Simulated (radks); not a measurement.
The numbers below are computed, except where a source is named.
Task: These are the eigenvalues of the occupied orbitals of an atom or ion with whole-number occupations (hartree). Level of theory: Dirac Kohn-Sham, PBE, spin-unpolarised, spherical densities, point nucleus (a radial shooting solver on a logarithmic mesh with Libxc functionals).

orbital  eigenvalue
1s1/2     -766.7992
2s1/2     -109.6078
2p1/2     -101.0900
2p3/2     -96.74426
3s1/2     -19.31767
3p1/2     -16.04475
3p3/2     -15.31807
3d3/2      -9.53003
3d5/2      -9.39036
4s1/2      -2.96878
4p1/2      -2.01408
4p3/2      -1.90600
4d3/2      -0.52174
4d5/2      -0.51092
5s1/2      -0.41784

Which element is it, and in what charge state? The configuration may be excited. Open shells, if any, fill j = l - 1/2 first.

Result: Z = 43, technetium, charge +1: Tc+ in [Kr] 4d5 5s1. The list shows which subshells hold electrons but not how many an open one holds; the 1s level, -766.8 hartree, gives Z - s = 39.2 by -(Z - s)^2/2, which with screening and relativity narrows Z to a few neighbours, and the depths of the outer levels then fix element, charge and occupations together.
